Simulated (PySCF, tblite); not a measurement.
Isomers of C2H8OSSi. Computed with GFN2-xTB (tblite): harmonic, unscaled wavenumbers at the GFN2-xTB geometry, gas phase. Against measured fundamentals such values can be off by several per cent, at times by over 20. Modes of hydrogen on silicon and sulfur can be 10 to 20 % off. One conformer each.

Electronic energies: PBE0/pcSseg-1 single points on the GFN2-xTB geometries (PySCF, gas phase).

| SMILES | electronic energy, lowest = 0 (kcal/mol) |
| --- | --- |
| C[Si](C)(O)S | 0.0 |
| CC[Si@H](O)S | 13.4 |
| CO[Si@@H](C)S | 22.6 |

Task: How do GFN2-xTB zero-point energies change the relative energies?

Result: 
```csv
SMILES,ZPE (kcal/mol),of it from modes above 1550 cm⁻¹,electronic (kcal/mol),"with ZPE, lowest = 0 (kcal/mol)",lowest mode (cm⁻¹),rings
C[Si](C)(O)S,60.3,34.9,0.0,0.0,80,0
CC[Si@H](O)S,60.3,33.5,13.4,13.4,54,0
CO[Si@@H](C)S,59.8,32.6,22.6,22.1,79,0
```

The zero-point energies span 0.5 kcal/mol, from `CO[Si@@H](C)S` to `CC[Si@H](O)S`. The order is unchanged.

Task: And how do the electronic energies of GFN2-xTB itself compare?

Result: `C[Si](C)(O)S` 7.4; `CC[Si@H](O)S` 0.0; `CO[Si@@H](C)S` 4.0 kcal/mol, lowest = 0. Against the energies above, taken from the same isomer `C[Si](C)(O)S`, the largest difference is 26.0 kcal/mol.
